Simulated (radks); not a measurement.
Q: The oxygen anion O-, [He] 2s2 2p5, held by a Watson sphere: a shell of charge +0.92 at radius R that stands for the Madelung well of a crystal (potential energy -0.92/R inside, -0.92/r outside, in hartree with lengths in bohr). All-electron calculation, scalar-relativistic Kohn-Sham, LB94 model potential, spin-polarised, spherical densities, finite nucleus; open shells are filled with parallel spins first; Fermi nuclear charge, rms radius of each element as measured or else 0.836 A^(1/3) + 0.57 fm. Program: a radial shooting solver on a logarithmic mesh with Libxc functionals. Response by self-consistent Sternheimer equations with the Hartree and adiabatic LDA kernel, the relativistic mass of each level held fixed and spin-orbit coupling left out. The sphere does not respond.

| R (bohr) | e(2s down) (eV) | e(2p up) (eV) | e(2p down) (eV) | <r> 2p (bohr) | sum of <r^2> (bohr^2) | X-ray form factor at sin(theta)/lambda = 0.2 1/angstrom | alpha (bohr^3) |
|---|---|---|---|---|---|---|---|
| 2.15 | -25.737 | -12.776 | -11.768 | 1.385 | 16.14 | 5.898 | 9.405 |
| 2.25 | -25.449 | -12.511 | -11.506 | 1.393 | 16.32 | 5.885 | 9.803 |
| 3.15 | -23.357 | -10.510 | -9.516 | 1.444 | 17.49 | 5.824 | 13.20 |
| 3.26 | -23.153 | -10.310 | -9.316 | 1.448 | 17.58 | 5.821 | 13.58 |
| 3.61 | -22.563 | -9.727 | -8.734 | 1.459 | 17.84 | 5.814 | 14.67 |

Estimate the row for R = 3.39 bohr.

A: e(2s down) (eV) -22.924; e(2p up) (eV) -10.084; e(2p down) (eV) -9.091; <r> 2p (bohr) 1.453; sum of <r^2> (bohr^2) 17.69; X-ray form factor at sin(theta)/lambda = 0.2 1/angstrom 5.818; alpha (bohr^3) 14.00.
